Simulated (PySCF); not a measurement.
## Electronic absorption of CH13NOSi4

Species: CH₁₃NOSi₄.
SMILES: `C[SiH2]O[SiH2]N([SiH3])[SiH3]`

Level of theory: TDDFT CAM-B3LYP/def2-SVPD, vertical, gas phase, core orbitals frozen in the response (PySCF). The structure is a single PBE0-D3(BJ)/def2-SVP conformer in the gas phase; no vibrational or solvent corrections. Torsions of this conformer, `[CH3:1][SiH2:2][O:3][SiH2:4][N:5]([SiH3:6])[SiH3:7]`: C1–Si2–O3–Si4 87°, Si2–O3–Si4–N5 -145°, O3–Si4–N5–Si6 2°.

```
state  E (eV)  E (hartree)       f  |μ| (D)   main configurations (H = HOMO, L = LUMO)
   S1    6.44       0.2365  0.0000     0.02                     H→L (81%), H→L+1 (11%)
   S2    6.88       0.2530  0.0050     0.44        H→L+1 (43%), H→L+2 (31%), H→L (10%)
   S3    7.30       0.2682   0.073     1.62      H→L+2 (45%), H→L+1 (25%), H→L+3 (15%)
   S4    7.59       0.2788  0.0016     0.23                   H→L+5 (29%), H→L+4 (27%)
   S5    7.72       0.2838  0.0073     0.50  H-1→L (26%), H-1→L+2 (23%), H-1→L+1 (14%)
   S6    7.74       0.2845   0.023     0.88                   H→L+7 (63%), H→L+5 (15%)
   S7    7.84       0.2882  0.0048     0.40      H→L+8 (25%), H→L+4 (14%), H→L+5 (14%)
   S8    7.87       0.2892  0.0013     0.21                   H→L+6 (45%), H→L+3 (10%)
   S9    7.93       0.2914  0.0024     0.28  H-2→L+2 (38%), H-2→L (25%), H-2→L+1 (18%)
  S10    8.21       0.3018   0.029     0.97  H-1→L (30%), H-1→L+2 (14%), H-1→L+3 (10%)
```

Triplets, Tamm–Dancoff:

```csv
state,E (eV),λ (nm),"main configurations (H = HOMO, L = LUMO)"
T1,6.14,202.0,H→L (78%)
T2,6.69,185.5,"H→L+1 (37%), H→L+2 (31%)"
T3,7.01,176.8,"H→L+2 (34%), H→L+1 (27%), H→L+3 (14%)"
T4,7.36,168.6,"H→L+4 (27%), H→L+5 (14%), H→L+7 (11%)"
```

The lowest singlet comes at 193 nm (621 kJ/mol) in the vacuum ultraviolet; it is dark (f under 0.0005); its leading configuration is HOMO→LUMO (81%). The most intense listed level is S3 at 7.30 eV (170 nm, f = 0.073), 0.86 eV above S1. Löwdin shares by element: HOMO nitrogen 46%, silicon 25% or more (atoms not listed hold the other 29%); LUMO silicon 46% (atoms not listed hold the other 54%). Weighted by f, the mean energy of these states is 7.59 eV. Of the 10 states listed, 3 reach f = 0.01 and 1 stays under 0.0005. The listed states span 1.78 eV, and the widest gap between neighbours is 0.45 eV (S1 to S2). No computed singlet lies in the visible range (380 to 750 nm); the lowest, at 193 nm, stands 3.17 eV above its violet end (3.26 eV). All these states lie below the vertical ionisation energy of 9.36 eV (ΔSCF). Only the lowest 10 singlets were computed, as vertical energies without vibronic structure.

Time: 10 min wall (grids of density and orbitals included); peak memory 1.4 GiB. Hardware: Arm Neoverse N1, one thread, shared host.
